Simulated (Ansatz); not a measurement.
Species: C3H8Si (charge 0, singlet). 
Geometry from a B3LYP-D3(BJ)/def2-TZVP (Ansatz, a program for electronic structure) optimisation:
SMILES: C=CC[SiH3]
```xyz
12

C     -2.1517     0.1281     0.6809
C     -1.0138    -0.5534     0.6094
C     -0.1038    -0.6009    -0.5756
Si     1.4535     0.4382    -0.3041
H     -2.7469     0.1415     1.5844
H     -2.5278     0.6958    -0.1630
H     -0.6780    -1.1031     1.4849
H      0.2133    -1.6284    -0.7800
H     -0.6106    -0.2323    -1.4713
H      1.0901     1.8687    -0.1801
H      2.1380     0.0087     0.9393
H      2.3892     0.2719    -1.4439
```
Charge 0, spin multiplicity 1.

Basis-set convergence of Hartree-Fock and CCSD correlation energies (hartree) with Ansatz. Correlated levels leave the core frozen unless marked. Spin-orbit coupling is left out. Non-relativistic.

```tsv
basis	functions	E(HF)	E(corr, CCSD)
cc-pV(D+d)Z	105	-407.18081	-0.57836
cc-pV(T+d)Z	241	-407.22698	-0.68412
cc-pV(Q+d)Z	469	-407.23821	-0.71639
```

Extrapolating the two largest sets (X = 3 and 4) as X^-3: E(corr) = (64·(-0.71639) - 27·(-0.68412))/37 = -0.7399 Eh, an estimate of the basis-set limit. The largest set recovers 96.8 % of it, the smallest 78.2 %.
